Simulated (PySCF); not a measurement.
1,3-dichlorobuta-1,2-diene (C4H4Cl2), SMILES ClC=C=C(C)Cl. Atoms are numbered in the order given.

```xyz
10

C     -1.9605    -1.3765     0.4041
C     -1.0572    -0.3401    -0.1943
Cl    -1.9053     1.0521    -0.8780
C      0.2512    -0.3855    -0.2493
C      1.5555    -0.4460    -0.2964
Cl     2.5965     0.1882     0.9648
H     -2.6575    -1.7595    -0.3585
H     -1.3742    -2.2116     0.8112
H     -2.5641    -0.9309     1.2110
H      2.1128    -0.8944    -1.1242
```
Charge 0, spin multiplicity 1.

Geometry: B3LYP-D3(BJ)/def2-SVP.

Two levels are set side by side: PBE/pcSseg-1 (PySCF) and HF/pcSseg-1 (PySCF). GIAO shifts against HCl (³⁵Cl), TMS (¹H), TMS (¹³C) at the same level; non-relativistic, no solvent, atoms listed together averaged. Without spin–orbit terms, shifts of atoms bonded to Cl or Br come out too high at both levels. Differences are taken from unrounded values.

```tsv
quantity	PBE
δ(¹³C) of C1 (ppm)	30.5
δ(¹³C) of C2 (ppm)	128.3
δ(³⁵Cl) of Cl3 (ppm)	316.9
δ(¹³C) of C4 (ppm)	212.6
δ(¹³C) of C5 (ppm)	109.9
δ(³⁵Cl) of Cl6 (ppm)	259.8
δ(¹H) of H10 (ppm)	6.77
```

### Question
These are the PBE values. What does HF give? (An estimate is asked for; the answer gives what the named calculation found.)

### Answer

```
quantity                 HF  PBE minus HF
--------------------  -----  ------------
δ(¹³C) of C1 (ppm)     26.5           4.1
δ(¹³C) of C2 (ppm)    122.1           6.1
δ(³⁵Cl) of Cl3 (ppm)  186.6         130.3
δ(¹³C) of C4 (ppm)    218.7          -6.1
δ(¹³C) of C5 (ppm)    104.7           5.2
δ(³⁵Cl) of Cl6 (ppm)  137.1         122.8
δ(¹H) of H10 (ppm)     6.62          0.15
```

Rough cost on one machine, each run with all the roots and properties that it gave: HF against PBE within a factor of 2.
